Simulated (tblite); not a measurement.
Species: C3H6PSi (charge -1).
Structure used (GFN2-xTB), in Å, numbered top down from 1:
```
atom  x, y, z in Å
C1     2.594   -0.862    0.548
C2     1.683   -0.137    0.881
P3     0.512    1.005    1.451
C4    -0.441    1.151   -0.173
Si5   -1.466   -0.408   -0.404
H6     3.315   -1.570    0.250
H7     0.255    1.327   -0.996
H8    -1.079    2.035   -0.078
H9    -0.663   -1.632   -0.410
H10   -2.183   -0.399   -1.711
H11   -2.521   -0.508    0.614
```

All values are computed: GFN2-xTB (tblite) harmonic vibrations without scaling, gas phase. Errors from tens to a few hundred cm⁻¹ against measured bands are possible. Modes of hydrogen on silicon can be 10 to 20 % off. One conformer, not necessarily the lowest.

Harmonic wavenumbers (cm⁻¹): 58.1, 101.3, 133.4, 145.5, 160.2, 333.4, 423.8, 495.6, 518.4, 593.9, 647.9, 702.3, 742.1, 756.4, 784.2, 821.1, 828.5, 1032.4, 1113.2, 1444.4, 1988.4, 2116.5, 2187.6, 2238.4, 2912.6, 2926.1, 3310.7.

A = 4796, B = 2000, C = 1563 MHz; mass 100.998 u (most abundant isotopes); point group C1, symmetry number 1.

Question: What is the zero-point energy?

Answer: Half the sum of the wavenumbers: 14758 cm⁻¹ = 42.20 kcal/mol.

Question: Entropy at 298.15 K, 1 bar (ideal gas, RRHO, classical rotation)?

Answer: Translation 39.77, rotation 27.46, vibration 21.93: S = 89.2 cal/(mol K).

Question: And Cp and H(298.15 K) − H(0)?

Answer: Cp = 30.00 cal/(mol K), of which vibrations give 22.05 (their classical limit is 27 R = 53.7); H(298.15 K) − H(0) = 5.82 kcal/mol without the zero-point energy, 3.45 from vibrations.

Question: Blend soft modes into free rotors: weight 1/[1 + (100 cm⁻¹/ν̃)⁴] for the oscillator and the rest for a rotor with moment μB/(μ + B), μ = h/(8π²ν), B = 10⁻⁴⁴ kg m². What vibrational entropy results?

Answer: 20.50 cal/(mol K) in place of 21.93, which changes −T·S at 298.15 K by +0.43 kcal/mol.

Question: What must be added to the electronic energy to get the Gibbs energy at 298.15 K and 1 bar?

Answer: ZPE + [H(298.15 K) − H(0)] − T·S = 42.20 + 5.82 − 26.58 = 21.44 kcal/mol.

Question: How do the functions run with temperature in this model?

Answer: 
```csv
T (K),S (cal/(mol K)),Cp (cal/(mol K)),H − H(0) (kcal/mol),G − H(0) (kcal/mol),ln q(vib)
50,55.2,12.2,0.47,-2.29,0.31
100,65.1,16.4,1.20,-5.31,1.24
373.15,96.3,34.0,8.22,-27.73,6.66
500,107.0,39.0,12.87,-40.64,9.00
750,124.2,45.6,23.51,-69.63,13.20
1000,138.0,50.0,35.50,-102.46,16.88
```

q(vib) and H(0) count from the zero-point level.

Hindered rotation and anharmonicity are outside this model. Other conformers, if any are populated, would add a mixing term that is left out. The structure is chiral; the term R ln 2 for an equal mix with its mirror image is left out.
